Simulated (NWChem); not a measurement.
System: BH2O2I; SMILES OB(O)I

NWChem input:

```
start job
memory heap 200 mb stack 900 mb global 1100 mb
geometry units angstroms noautoz
  B     -0.019910     1.343622     0.000000
  I      0.063659    -0.817385     0.000000
  O     -1.235130     1.915394     0.000000
  H     -1.176390     2.879386     0.000000
  O      1.112432     2.080652     0.000000
  H      1.920464     1.558321     0.000000
end
basis spherical
  B library def2-svp
  I library def2-svp
  O library def2-svp
  H library def2-svp
end
ecp
  I library def2-ecp
end
dft
  xc scan
  grid fine
  iterations 150
  mulliken
end
task dft gradient
```

Excerpt of the output:

```
             Northwest Computational Chemistry Package (NWChem) 7.3.0
             --------------------------------------------------------

 CS  symmetry detected

                             Geometry "geometry" -> ""
                             -------------------------

 Output coordinates in angstroms (scale by  1.889725989 to convert to a.u.)

  No.       Tag          Charge          X              Y              Z
 ---- ---------------- ---------- -------------- -------------- --------------
    1 B                    5.0000    -0.00844577     1.34752111     0.00000000
    2 I                   53.0000    -0.00741412    -0.81510090     0.00000000
    3 O                    8.0000    -1.20095828     1.96525632     0.00000000
    4 H                    1.0000    -1.10546960     2.92630412     0.00000000
    5 O                    8.0000     1.15120053     2.04079744     0.00000000
    6 H                    1.0000     1.93870866     1.48800785     0.00000000

 Effective nuclear repulsion energy (a.u.)     288.8640786039

      Symmetry information
      --------------------

 Group name             Cs
 Group number              2
 Group order               2
 No. of unique centers     6

                                 NWChem DFT Module
                                 -----------------

 Summary of "ao basis" -> "ao basis" (spherical)
 ------------------------------------------------------------------------------
       Tag                 Description            Shells   Functions and Types
 ---------------- ------------------------------  ------  ---------------------
 B                          def2-svp                 6       14   3s2p1d
 I                          def2-svp                10       26   4s4p2d
 O                          def2-svp                 6       14   3s2p1d
 H                          def2-svp                 3        5   2s1p

      Symmetry analysis of basis
      --------------------------

        a'         56
        a"         22

            General Information
            -------------------
          SCF calculation type: DFT
          Wavefunction type:  closed shell.
          No. of atoms     :     6
          No. of electrons :    48
           Alpha electrons :    24
            Beta electrons :    24
          Charge           :     0
          Spin multiplicity:     1
          Use of symmetry is: on ; symmetry adaption is: on
          Maximum number of iterations: 150
          AO basis - number of functions:    78
                     number of shells:    34
          Convergence on energy requested:  1.00D-06
          Convergence on density requested:  1.00D-05
          Convergence on gradient requested:  5.00D-04

              XC Information
              --------------
                         SCAN Method XC Functional
                  SCAN metaGGA Exchange Functional  1.000
                        SCAN Correlation Potential  1.000

             Grid Information
             ----------------
          Grid used for XC integration:  fine
          Radial quadrature: Mura-Knowles
          Angular quadrature: Lebedev.
          Tag              B.-S. Rad. Rad. Pts. Rad. Cut. Ang. Pts.
          ---              ---------- --------- --------- ---------
          B                   0.85       70           8.0       590
          I                   1.40      141          11.0       974
          O                   0.60       70          10.0       590
          H                   0.35       60          11.0       590
          Grid pruning is: on
          Number of quadrature shells:   471
          Spatial weights used:  Erf1

      Superposition of Atomic Density Guess
      -------------------------------------

 Sum of atomic energies:        -522.01198030

      Non-variational initial energy
      ------------------------------

 Total energy =    -472.860776
 1-e energy   =   -1091.364397
 2-e energy   =     450.247630
 HOMO         =      -0.351203
 LUMO         =       0.064017

      Symmetry analysis of molecular orbitals - initial
      -------------------------------------------------

  Numbering of irreducible representations:

     1 a'          2 a"

  Orbital symmetries:

     1 a'          2 a'          3 a'          4 a'          5 a'
     6 a'          7 a"          8 a'          9 a'         10 a"
    11 a'         12 a"         13 a'         14 a'         15 a'
    16 a'         17 a'         18 a'         19 a"         20 a'
    21 a"         22 a'         23 a"         24 a'         25 a'
    26 a"         27 a'         28 a'         29 a'         30 a'
    31 a'         32 a"         33 a'         34 a'

     ---------------------------------------------
      Total Density - Mulliken Population Analysis
     ---------------------------------------------

    Atom       Charge   Shell Charges
 -----------   ------   -------------------------------------------------------
    1 B    5     4.37   1.99  0.78  0.11  1.07  0.24  0.18
    2 I   25    25.32   1.83  0.22  1.22  0.67  2.92  3.13  2.65  2.66  9.82  0.19
    3 O    8     8.50   1.99  1.10  0.56  3.08  1.76  0.01
    4 H    1     0.65   0.52  0.07  0.06
    5 O    8     8.50   1.99  1.10  0.56  3.08  1.76  0.01
    6 H    1     0.66   0.52  0.07  0.06

[...]

                         DFT ENERGY GRADIENTS

    atom               coordinates                        gradient
                 x          y          z           x          y          z
   1 B      -0.015960   2.546446   0.000000   -0.000076   0.000870   0.000000
   2 I      -0.014011  -1.540317   0.000000    0.000137   0.001304   0.000000
   3 O      -2.269482   3.713796   0.000000    0.002259   0.001316   0.000000
   4 H      -2.089035   5.529913   0.000000   -0.000298  -0.002198   0.000000
   5 O       2.175454   3.856548   0.000000    0.000021  -0.002500   0.000000
   6 H       3.663628   2.811927   0.000000   -0.002044   0.001208   0.000000
```

Level: SCAN/def2-SVP with def2 effective core potentials on I. Coordinates come from a PBE0/def2-SVP optimisation. def2 effective core potentials on I; no spin-orbit coupling.
